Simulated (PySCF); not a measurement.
Spinor energies of Gd⁴⁰⁺ (gadolinium, charge +40)

Start: [Ar] 3d6; 3d3/2 filled at m_j = -3/2, -1/2, +1/2, +3/2; 3d5/2 filled at m_j = +3/2, +5/2. Calculated with PySCF 2.14 in an even-tempered Gaussian basis (16 s from 8.5 bohr⁻², ratio 2.8; 12 p from 11 bohr⁻², ratio 2.8; 8 d from 11 bohr⁻², ratio 2.8; 3 f from 39 bohr⁻², ratio 3): generalised Hartree-Fock with the X2C-1e Hamiltonian and a Gaussian nucleus; one run each with spin-orbit coupling (SO) switched off, then screened by Boettger's factors.

| spinor shell | electrons | ε, spin-free (eV) | ε, screened SO (eV) | weight of nominal j (screened SO) | rms radius, screened SO (bohr) |
| --- | --- | --- | --- | --- | --- |
| 1s1/2 | 2 | -52548.0 | -52536.4 | 1.000 | 0.0249 |
| 2s1/2 | 2 | -10451.0 | -10446.3 | 1.000 | 0.100 |
| 2p1/2 | 2 | -9524.1 | -10024.3 | 1.000 | 0.0859 |
| 2p3/2 | 4 | -9524.1 | -9306.1 | 1.000 | 0.0920 |
| 3s1/2 | 2 | -3704.2 | -3702.7 | 1.000 | 0.251 |
| 3p1/2 | 2 | -3407.4 | -3532.4 | 0.997 | 0.241 |
| 3p3/2 | 4 | -3407.4 | -3352.0 | 0.999 | 0.253 |
| 3d3/2 | 4 | -3076.1 | -3091.6 | 0.960 | 0.221 |
| 3d5/2 | 2 | -3076.1 | -3055.7 | 0.959 | 0.224 |

```json
{"quantity": "E (hartree)", "spin-free": "-10088.67186", "screened SO": "-10097.26882"}
{"quantity": "M_J", "spin-free": "4", "screened SO": "4"}
{"quantity": "⟨J²⟩", "spin-free": "20.000", "screened SO": "20.017"}
{"quantity": "⟨L²⟩", "spin-free": "6.000", "screened SO": "11.281"}
{"quantity": "⟨S²⟩", "spin-free": "6.000", "screened SO": "3.401"}
```

Each row is a mean over spinors that exchange with the open shell spreads, by up to 36.666 eV (3p3/2).

Breit and QED terms are absent; they matter most for the inner s and p1/2 levels.

Densities and radii are taken from the X2C orbitals without a picture-change correction, which distorts them close to the nucleus.

Without spin-orbit coupling the j labels of p, d and f shells carry no meaning; the spin-free column gives the mean over the occupied spinors of each nl shell.
